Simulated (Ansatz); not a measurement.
Molecular dynamics of FGe2H5

input.yaml

```yaml
crystal:
  periodic: [false, false, false]
  atoms:
    - { symbol: Ge, position_ang: [-0.344927, 0.165635, 0.234932] }
    - { symbol: Ge, position_ang: [1.176676, -0.047223, 2.227262] }
    - { symbol: H, position_ang: [0.233244, -0.541694, 3.353299] }
    - { symbol: H, position_ang: [2.363818, -1.026265, 2.149533] }
    - { symbol: H, position_ang: [1.606702, 1.407704, 2.476344] }
    - { symbol: H, position_ang: [1.403508, 0.137683, 0.2954] }
    - { symbol: H, position_ang: [0.033124, 1.178978, -0.889763] }
    - { symbol: F, position_ang: [-0.535946, -1.380916, -0.604507] }
basis:
  gaussian: { orbitals: def2-SVP }
hamiltonian:
  xc: b3lyp
md:
  timestep: 0.5
  n_steps: 200
  ensemble: nve
  temperature: 100.0
  initial_velocities: maxwell_boltzmann
  seed: 8446
```

Command:

```bash
$ ansatz run input.yaml --threads 2 --pin off --max-ram 3072MiB --backend cpu --events-out ev --progress --plain --runs-dir out
```

It starts at the highest image of a converged band, a first-order saddle point between two minima.

Output, in part (one step line in 4, the closing report, with atoms numbered from 0):

```
md step     0: t =     0.00 fs  T =   100.0 K  F+E_penalty+E_count = -115819.86395630 eV  E_kin = 0.077556 eV  conserved = -115819.78640030 eV  (25 SCF iters)
md step     4: t =     2.00 fs  T =    84.5 K  F+E_penalty+E_count = -115819.85185937 eV  E_kin = 0.065548 eV  conserved = -115819.78631115 eV  (23 SCF iters)
md step     8: t =     4.00 fs  T =    60.7 K  F+E_penalty+E_count = -115819.83333423 eV  E_kin = 0.047110 eV  conserved = -115819.78622384 eV  (22 SCF iters)
md step    12: t =     6.00 fs  T =    53.3 K  F+E_penalty+E_count = -115819.82757536 eV  E_kin = 0.041302 eV  conserved = -115819.78627370 eV  (23 SCF iters)
md step    16: t =     8.00 fs  T =    49.1 K  F+E_penalty+E_count = -115819.82444545 eV  E_kin = 0.038099 eV  conserved = -115819.78634677 eV  (25 SCF iters)
md step    20: t =    10.00 fs  T =    30.5 K  F+E_penalty+E_count = -115819.80995183 eV  E_kin = 0.023684 eV  conserved = -115819.78626750 eV  (24 SCF iters)
md step    24: t =    12.00 fs  T =    19.8 K  F+E_penalty+E_count = -115819.80155761 eV  E_kin = 0.015377 eV  conserved = -115819.78618075 eV  (23 SCF iters)
md step    28: t =    14.00 fs  T =    39.1 K  F+E_penalty+E_count = -115819.81663549 eV  E_kin = 0.030355 eV  conserved = -115819.78628062 eV  (24 SCF iters)
md step    32: t =    16.00 fs  T =    62.8 K  F+E_penalty+E_count = -115819.83508400 eV  E_kin = 0.048741 eV  conserved = -115819.78634336 eV  (24 SCF iters)
md step    36: t =    18.00 fs  T =    73.0 K  F+E_penalty+E_count = -115819.84285025 eV  E_kin = 0.056592 eV  conserved = -115819.78625862 eV  (24 SCF iters)
md step    40: t =    20.00 fs  T =    91.5 K  F+E_penalty+E_count = -115819.85715759 eV  E_kin = 0.070951 eV  conserved = -115819.78620686 eV  (25 SCF iters)
md step    44: t =    22.00 fs  T =   132.7 K  F+E_penalty+E_count = -115819.88918159 eV  E_kin = 0.102899 eV  conserved = -115819.78628272 eV  (24 SCF iters)
md step    48: t =    24.00 fs  T =   176.2 K  F+E_penalty+E_count = -115819.92296691 eV  E_kin = 0.136627 eV  conserved = -115819.78633992 eV  (26 SCF iters)
md step    52: t =    26.00 fs  T =   208.6 K  F+E_penalty+E_count = -115819.94804921 eV  E_kin = 0.161817 eV  conserved = -115819.78623245 eV  (25 SCF iters)
md step    56: t =    28.00 fs  T =   260.6 K  F+E_penalty+E_count = -115819.98823761 eV  E_kin = 0.202093 eV  conserved = -115819.78614504 eV  (24 SCF iters)
md step    60: t =    30.00 fs  T =   357.6 K  F+E_penalty+E_count = -115820.06352037 eV  E_kin = 0.277312 eV  conserved = -115819.78620843 eV  (26 SCF iters)
md step    64: t =    32.00 fs  T =   487.4 K  F+E_penalty+E_count = -115820.16419262 eV  E_kin = 0.377984 eV  conserved = -115819.78620816 eV  (25 SCF iters)
md step    68: t =    34.00 fs  T =   652.7 K  F+E_penalty+E_count = -115820.29230629 eV  E_kin = 0.506190 eV  conserved = -115819.78611658 eV  (25 SCF iters)
md step    72: t =    36.00 fs  T =   880.8 K  F+E_penalty+E_count = -115820.46929775 eV  E_kin = 0.683138 eV  conserved = -115819.78615994 eV  (25 SCF iters)
md step    76: t =    38.00 fs  T =  1165.2 K  F+E_penalty+E_count = -115820.69007676 eV  E_kin = 0.903657 eV  conserved = -115819.78642005 eV  (25 SCF iters)
md step    80: t =    40.00 fs  T =  1445.5 K  F+E_penalty+E_count = -115820.90773850 eV  E_kin = 1.121058 eV  conserved = -115819.78668083 eV  (24 SCF iters)
md step    84: t =    42.00 fs  T =  1667.8 K  F+E_penalty+E_count = -115821.08024686 eV  E_kin = 1.293489 eV  conserved = -115819.78675820 eV  (27 SCF iters)
md step    88: t =    44.00 fs  T =  1828.8 K  F+E_penalty+E_count = -115821.20516885 eV  E_kin = 1.418371 eV  conserved = -115819.78679744 eV  (25 SCF iters)
md step    92: t =    46.00 fs  T =  1934.2 K  F+E_penalty+E_count = -115821.28699720 eV  E_kin = 1.500106 eV  conserved = -115819.78689141 eV  (25 SCF iters)
md step    96: t =    48.00 fs  T =  1970.8 K  F+E_penalty+E_count = -115821.31541281 eV  E_kin = 1.528508 eV  conserved = -115819.78690470 eV  (25 SCF iters)
md step   100: t =    50.00 fs  T =  1937.3 K  F+E_penalty+E_count = -115821.28932295 eV  E_kin = 1.502480 eV  conserved = -115819.78684251 eV  (25 SCF iters)
md step   104: t =    52.00 fs  T =  1844.3 K  F+E_penalty+E_count = -115821.21720734 eV  E_kin = 1.430399 eV  conserved = -115819.78680810 eV  (25 SCF iters)
md step   108: t =    54.00 fs  T =  1690.3 K  F+E_penalty+E_count = -115821.09769685 eV  E_kin = 1.310933 eV  conserved = -115819.78676407 eV  (25 SCF iters)
md step   112: t =    56.00 fs  T =  1476.8 K  F+E_penalty+E_count = -115820.93190444 eV  E_kin = 1.145334 eV  conserved = -115819.78657016 eV  (25 SCF iters)
md step   116: t =    58.00 fs  T =  1253.6 K  F+E_penalty+E_count = -115820.75846828 eV  E_kin = 0.972205 eV  conserved = -115819.78626367 eV  (25 SCF iters)
md step   120: t =    60.00 fs  T =  1106.1 K  F+E_penalty+E_count = -115820.64398851 eV  E_kin = 0.857840 eV  conserved = -115819.78614821 eV  (25 SCF iters)
md step   124: t =    62.00 fs  T =  1071.3 K  F+E_penalty+E_count = -115820.61713658 eV  E_kin = 0.830851 eV  conserved = -115819.78628562 eV  (25 SCF iters)
md step   128: t =    64.00 fs  T =  1116.4 K  F+E_penalty+E_count = -115820.65231536 eV  E_kin = 0.865872 eV  conserved = -115819.78644343 eV  (25 SCF iters)
md step   132: t =    66.00 fs  T =  1197.5 K  F+E_penalty+E_count = -115820.71530027 eV  E_kin = 0.928723 eV  conserved = -115819.78657681 eV  (25 SCF iters)
md step   136: t =    68.00 fs  T =  1274.4 K  F+E_penalty+E_count = -115820.77514120 eV  E_kin = 0.988390 eV  conserved = -115819.78675131 eV  (25 SCF iters)
md step   140: t =    70.00 fs  T =  1295.6 K  F+E_penalty+E_count = -115820.79167193 eV  E_kin = 1.004780 eV  conserved = -115819.78689192 eV  (25 SCF iters)
md step   144: t =    72.00 fs  T =  1219.9 K  F+E_penalty+E_count = -115820.73293967 eV  E_kin = 0.946107 eV  conserved = -115819.78683279 eV  (25 SCF iters)
md step   148: t =    74.00 fs  T =  1065.0 K  F+E_penalty+E_count = -115820.61252813 eV  E_kin = 0.825959 eV  conserved = -115819.78656948 eV  (27 SCF iters)
md step   152: t =    76.00 fs  T =   907.4 K  F+E_penalty+E_count = -115820.49006870 eV  E_kin = 0.703749 eV  conserved = -115819.78631956 eV  (25 SCF iters)
md step   156: t =    78.00 fs  T =   823.6 K  F+E_penalty+E_count = -115820.42499048 eV  E_kin = 0.638767 eV  conserved = -115819.78622315 eV  (25 SCF iters)
md step   160: t =    80.00 fs  T =   846.3 K  F+E_penalty+E_count = -115820.44269787 eV  E_kin = 0.656388 eV  conserved = -115819.78630959 eV  (24 SCF iters)
md step   164: t =    82.00 fs  T =   955.4 K  F+E_penalty+E_count = -115820.52747425 eV  E_kin = 0.740951 eV  conserved = -115819.78652358 eV  (25 SCF iters)
md step   168: t =    84.00 fs  T =  1096.0 K  F+E_penalty+E_count = -115820.63670374 eV  E_kin = 0.849999 eV  conserved = -115819.78670495 eV  (25 SCF iters)
md step   172: t =    86.00 fs  T =  1222.4 K  F+E_penalty+E_count = -115820.73484322 eV  E_kin = 0.948074 eV  conserved = -115819.78676916 eV  (25 SCF iters)
md step   176: t =    88.00 fs  T =  1322.3 K  F+E_penalty+E_count = -115820.81230211 eV  E_kin = 1.025550 eV  conserved = -115819.78675164 eV  (25 SCF iters)
md step   180: t =    90.00 fs  T =  1403.7 K  F+E_penalty+E_count = -115820.87544881 eV  E_kin = 1.088675 eV  conserved = -115819.78677388 eV  (25 SCF iters)
md step   184: t =    92.00 fs  T =  1457.1 K  F+E_penalty+E_count = -115820.91694232 eV  E_kin = 1.130063 eV  conserved = -115819.78687958 eV  (25 SCF iters)
md step   188: t =    94.00 fs  T =  1448.4 K  F+E_penalty+E_count = -115820.91012535 eV  E_kin = 1.123292 eV  conserved = -115819.78683377 eV  (24 SCF iters)
md step   192: t =    96.00 fs  T =  1383.2 K  F+E_penalty+E_count = -115820.85933378 eV  E_kin = 1.072787 eV  conserved = -115819.78654689 eV  (26 SCF iters)
md step   196: t =    98.00 fs  T =  1336.4 K  F+E_penalty+E_count = -115820.82270586 eV  E_kin = 1.036456 eV  conserved = -115819.78624938 eV  (25 SCF iters)
md step   200: t =   100.00 fs  T =  1387.6 K  F+E_penalty+E_count = -115820.86242763 eV  E_kin = 1.076205 eV  conserved = -115819.78622214 eV  (25 SCF iters)
Total energy: -115820.86268498 eV, -4256.3381974727 hartree
Atom 0 at    -0.255373     0.174190     0.199634 Å, force     1.202575    -1.522432     0.134727 eV/Å
Atom 1 at     1.154905    -0.050871     2.233046 Å, force    -1.502709    -0.676072     1.607576 eV/Å
Atom 2 at     0.080263    -0.753055     3.228705 Å, force     0.339868     0.715332    -0.354053 eV/Å
Atom 3 at     2.251864    -1.066290     2.660752 Å, force     0.321078     0.357715    -0.761436 eV/Å
Atom 4 at     1.407343     1.398904     2.793607 Å, force     0.082114    -0.420779    -0.159828 eV/Å
Atom 5 at     0.869951     0.414877    -0.807541 Å, force    -0.374251     1.182197    -0.540358 eV/Å
Atom 6 at    -1.593232     0.808035     0.653705 Å, force     0.306400     0.272783    -0.468553 eV/Å
Atom 7 at    -0.655842    -1.380896    -0.552395 Å, force    -0.375076     0.091257     0.541926 eV/Å
Dipole moment:     0.053863     0.491419    -0.009911 e Å
```

All steps were run. The conserved energy stayed within 0.065 meV per atom of its start (net change 0.022 meV per atom), so the integration is sound. The kinetic energy rose, since the run started high on the potential surface and went downhill. A run of 0.1 ps of so small a system gives no equilibrium averages. The orbitals stay closed-shell, which can raise the energy where a bond breaks towards radicals; this wasn't checked here.

Between its relaxed ends the band would form Ge2–H6 and break Ge1–Ge2, Ge1–H6. These pairs go: Ge2–H6 1.95 → 3.09 Å, Ge1–Ge2 2.52 → 2.48 Å, Ge1–H6 1.75 → 1.53 Å. In the last frame they stand as before the step (other bonds may differ from the relaxed reactants and products). It ends as one piece, FGe2H5. Pairs count as bonded within 1.25 times the sum of covalent radii (0.12 Å more for H–H).

Last frame:

```xyz
8
Properties=species:S:1:pos:R:3
Ge -0.255 0.174 0.200
Ge 1.155 -0.051 2.233
H 0.080 -0.753 3.229
H 2.252 -1.066 2.661
H 1.407 1.399 2.794
H 0.870 0.415 -0.807
H -1.593 0.808 0.654
F -0.656 -1.381 -0.552
```

Time of the run: 7.2 min on 2 threads of Arm Neoverse V2, with other jobs on the host, peak memory 0.24 GiB.
